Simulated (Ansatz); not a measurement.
A calculation with Ansatz (development build ahead of 0.2.0).

```yaml
crystal:
  periodic: [false, false, false]
  atoms:
    - { symbol: H, position_ang: [0.0, 2.42, 0.0] }
    - { symbol: H, position_ang: [0.0, 0.0, -2.42] }
    - { symbol: B, position_ang: [0.0, 0.0, 1.22] }
    - { symbol: H, position_ang: [-2.42, 0.0, 0.0] }
    - { symbol: B, position_ang: [0.0, 0.0, -1.22] }
    - { symbol: B, position_ang: [1.22, 0.0, 0.0] }
    - { symbol: B, position_ang: [-1.22, 0.0, 0.0] }
    - { symbol: H, position_ang: [0.0, -2.42, 0.0] }
    - { symbol: B, position_ang: [0.0, 1.22, 0.0] }
    - { symbol: H, position_ang: [0.0, 0.0, 2.42] }
    - { symbol: H, position_ang: [2.42, 0.0, 0.0] }
    - { symbol: B, position_ang: [0.0, -1.22, 0.0] }
basis:
  gaussian: { orbitals: "6-31G" }
total_charge: -2
hamiltonian:
  xc: hf
output:
  forces: true
```

The input is written out in the form of the current development build from the run's settings.

Results

| Item | Value |
| --- | --- |
| Converged | yes |
| Total energy | -151.34955 hartree |

Forces (eV/Å):
```tsv
atom	Fx	Fy	Fz
H1	0.000	0.288	0.000
H2	0.000	0.000	-0.288
B3	0.000	0.000	0.652
H4	-0.288	0.000	0.000
B5	0.000	0.000	-0.652
B6	0.652	0.000	0.000
B7	-0.652	0.000	0.000
H8	0.000	-0.288	0.000
B9	0.000	0.652	0.000
H10	0.000	0.000	0.288
H11	0.288	0.000	0.000
B12	0.000	-0.652	0.000
```

Caution: no unrestricted run beside it, a lower state can exist; no diffuse functions for an anion; other spin multiplicities were not run.
